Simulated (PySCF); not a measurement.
Dipole response of Br (bromine, neutral)

[Ar] 3d10 4s2 4p5, 2P determinant. Computed with PySCF 2.14 in x2c-TZVPPall with one added diffuse shell each of s, p, d type (7s6p5d1f, 57 functions), with the spin-free X2C one-electron Hamiltonian (Gaussian nucleus). Coupled (time-dependent) response in atomic units; α is the mean over directions.

| method | mean α (bohr³) | α xx, yy, zz | C₆ (like pair) | S(−4) |
| --- | --- | --- | --- | --- |
| HSE06 | 21.31 | 19.18, 22.38, 22.38 | 171.7 | 101.7 |

S(−4) is the Cauchy moment in α(ω) = α(0) + S(−4) ω² + …

Reference α: 21 ± 1 bohr³ (recommended; Schwerdtfeger and Nagle, table of static dipole polarizabilities (2023 update)). Published C₆: 162.0 (Chu and Dalgarno (2004); Tang, Norbeck and Certain (1976)).

Spin-orbit coupling is absent.

α(iu) at HSE06:

```tsv
u (hartree)	α(iu) (bohr³)
0	21.31
0.0500	21.06
0.100	20.35
0.200	18.02
0.300	15.28
0.500	10.61
0.750	6.902
1.00	4.748
1.50	2.594
2.00	1.626
3.00	0.8165
5.00	0.3338
```

A single London oscillator, α(iu) = α/(1 + u²/ω²), gives C₆ = (3/4) ω α². Matching the computed C₆ needs ω = 4 × 171.7 / (3 × 21.31²) = 0.504 hartree.

The components differ because the open shell of this determinant is not spherical; for a pure term their mean is the scalar polarisability.
